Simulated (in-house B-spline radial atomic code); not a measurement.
**RPA and G0W0 on PBE: Ar¹⁶⁺**

Configuration 1s2, mean-field start PBE. Computed with an all-electron radial atomic-structure program (B-spline basis): all electrons, non-relativistic, point nucleus, each spin shell either full or empty, empty states to l = 9 with an (l + 1/2)⁻⁴ tail; G0W0 by contour deformation at full frequency.

Relativity, left out, deepens the 1s level by about Z⁴α²/8 hartree.

Command:
```bash
python run_gw.py task.json out
```
Settings (radii: box in bohr, nucleus in fm):
```
Z                        18
electrons                2
configuration            1s2
hamiltonian              nr
method                   pbe,pbe
lmax                     9
spin_polarised           False
box_radius               4.78
intervals                44
ion_configuration        1s1
```

Cost of the run: 0.7 s on 1 thread of Arm Neoverse V1 (shared host).

Energies (hartree):

```json
{"term": "mean-field total", "value": "-312.68751"}
{"term": "Hartree-Fock functional on these orbitals", "value": "-312.85954"}
{"term": "direct second order", "value": "-0.093574"}
{"term": "second-order exchange", "value": "0.046788"}
{"term": "SOSEX correction", "value": "0.046118"}
```

Q: What is the RPA correlation energy, and what remains with SOSEX?

A: RPA gives -0.092234 hartree (-1.25 eV per electron); RPA + SOSEX gives -0.046116, and the second-order doubles -0.046786 hartree (no singles). SOSEX takes back 50 % of the RPA value, the self-correlation of each of the two electrons.

Quasi-particle levels (eV):

| level | occupied | mean field | Σx - vxc | Σc | QP weight | G0W0 |
| --- | --- | --- | --- | --- | --- | --- |
| 1s | yes | -3995.18 | -111.62 | ? | ? | ? |
| 2s | no | -933.87 | 20.35 | -0.25 | 1.000 | -913.78 |

G0W0 = mean field + (Σx - vxc) + Σc, with Σc (partial-wave tail included) taken at the quasi-particle energy.

Q: Where does G0W0 put 1s?

A: At -4106.23 eV, with Σc = 0.57 eV and a quasi-particle weight of 0.999. The tabulated removal energy is 4120.666 eV (NIST, tabulated theory); the calculation leaves out relativity, Breit and QED terms, and what these don't explain is the method's own error.

Q: What does it cost to remove one electron (to 1s1) by differences of total energies, each species on its own start (correlation terms add to the Hartree-Fock functional)?

A: PBE 4103.44 eV, Hartree-Fock functional 4105.12 eV, + RPA 4107.00 eV, + RPA + SOSEX 4106.37 eV, + second order 4106.39 eV. Tabulated: 4120.666 eV (NIST, tabulated theory); the calculation leaves out relativity, Breit and QED terms, and what these don't explain is the method's own error.
